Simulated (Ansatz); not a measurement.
C5H7AlClFO2, SMILES `CC1=CC(C)=[O+][Al-]([F])([Cl])[O]1`, 17 atoms. The species carries charge 0 and has multiplicity 1. Hardware: A = 4 threads of an AMD EPYC 7R13 on a shared host; B = 4 threads of an AMD EPYC 7R13 on a shared host and a share of an NVIDIA H100 80 GB. Correlated methods freeze the cores. Open-shell runs search over several starts.

Question: Give the basis size and wall time and peak host memory of each of these runs in Ansatz. RHF-CCSD(T)/def2-SVP energy [B]; RHF-MP2/def2-QZVPP energy [B]; RKS PBE0-D4/def2-SVP energy [A]; UKS ωB97X-V/def2-TZVPP energy of the cation [B]; UKS PBE-D4/def2-TZVPP energy of the cation [B]; RKS revPBE-D4/def2-TZVPP energy [B]; RKS ωB97M-V/def2-SVP energy [A]; UKS ωB97M-V/def2-TZVPP energy of the cation [B]; UKS B3LYP-D4/def2-TZVPP energy of the cation [B]; RHF-MP2/def2-TZVPP energy [B]; RKS PBE0-D4/def2-QZVPP energy [B]; UKS B2PLYP (frozen core)/def2-TZVPP energy of the cation [B]. (Estimate.)

Answer: Ansatz gave: Other jobs shared the machine, so times are rough.

```
                              level                       job  functions  wall time  peak host memory (GiB)
               RKS PBE0-D4/def2-SVP                energy [A]        183        4 s                     1.1
               RKS ωB97M-V/def2-SVP                energy [A]        183       11 s                     1.1
           RKS revPBE-D4/def2-TZVPP                energy [B]        430       13 s                    0.92
UKS B2PLYP (frozen core)/def2-TZVPP  energy of the cation [B]        430       17 s                     2.1
                 RHF-MP2/def2-TZVPP                energy [B]        430       20 s                     1.1
             UKS ωB97M-V/def2-TZVPP  energy of the cation [B]        430       22 s                     1.3
             UKS ωB97X-V/def2-TZVPP  energy of the cation [B]        430       22 s                     1.2
            UKS B3LYP-D4/def2-TZVPP  energy of the cation [B]        430       25 s                     1.1
             RKS PBE0-D4/def2-QZVPP                energy [B]        806       28 s                     1.4
                 RHF-MP2/def2-QZVPP                energy [B]        806       35 s                     7.4
              UKS PBE-D4/def2-TZVPP  energy of the cation [B]        430       39 s                     1.1
               RHF-CCSD(T)/def2-SVP                energy [B]        183      2 min                     1.1
```

B3LYP here is the variant with VWN-RPA as its local correlation; programs differ in this.
